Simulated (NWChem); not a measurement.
Molecule: CH6Ti; SMILES [CH3][TiH3]

Program: NWChem. Coordinates come from a B3LYP/6-31G* (spherical d) optimisation.

**Question.** Predict the results for PBE/3-21G. Quantities: highest occupied level (eV); orbital gap (eV); dipole (D).

**Answer.** 
```yaml
highest occupied level (eV): -6.98
orbital gap (eV): 3.60
dipole (D): 1.61
```
